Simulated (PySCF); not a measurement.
Two structures of SnH$_{5}$F, singlet, reached by relaxing down either side of one saddle point (PBE0-D4/def2-TZVP). Energies are electronic, without zero-point energy. Computed with PySCF 2.14 with density fitting (its default auxiliary sets; JK sets also for MP2 and CCSD(T)) (basis: def2-TZVPP and def2-QZVPP); correlated methods freeze the cores. Filled d shells of the heavier atoms are correlated. Core potentials replace the inner electrons of the atoms past krypton. The def2 sets are not built for correlating such inner shells, so the correlated values are less sure here. Extrapolation: Hartree–Fock as exp(−7.88 √X), correlation as X^−2.97. First:

Sn1  (-0.986, 0.043, -0.233)
F2  (0.323, 1.359, 0.289)
H3  (-0.264, -0.804, -1.519)
H4  (-1.226, -0.897, 1.163)
H5  (-2.345, 0.958, -0.690)
H6  (2.329, -0.192, 0.572)
H7  (2.656, -0.863, 0.522)
(Å)

Second:

```xyz
7
angstrom
Sn -0.4577 -0.7618 -0.3746
F 0.9827 2.2914 1.1298
H -0.1860 -2.1501 -1.3180
H -1.1920 -1.1677 1.1028
H -1.3807 0.3807 -1.2283
H 1.1525 1.4792 0.7151
H 1.0829 -0.0753 -0.0390
```

Q: Which bonds change from the first to the second?

A: SnH₃F ([F][SnH3]) + H₂ → SnH₄ + HF; bonds formed: Sn1–H7, F2–H6; bonds broken: Sn1–F2, H6–H7.

Q: Give the saddle point's structure and its height above each. (An estimate is asked for; the value comes from the calculation.)

A: Computed: 157.1 kJ/mol above the first and 127.2 kJ/mol above the second (CCSD(T) at an estimated basis limit (MP2 extrapolated from triple and quadruple zeta, plus CCSD(T) − MP2 in triple zeta)).
```
7
angstrom
Sn -0.5227 -0.2805 -0.1699
F 0.5167 1.4956 0.6573
H -0.2070 -1.4136 -1.4166
H -0.9324 -1.0186 1.2990
H -1.6257 0.8693 -0.7599
H 1.2869 0.6153 0.3725
H 1.4842 -0.2675 0.0175
```

T1 diagnostic: at most 0.015.

Labels in which every atom is bracketed show which atoms are joined, not bond orders.

For scale, one of the runs: CCSD(T)/def2-TZVPP, 151 basis functions, launched by `OMP_NUM_THREADS=4 python run.py`. Time: 88 s of wall clock on 4 CPU threads of an INTEL XEON PLATINUM 8581C; the host was shared. Peak host memory: 1.3 GiB.
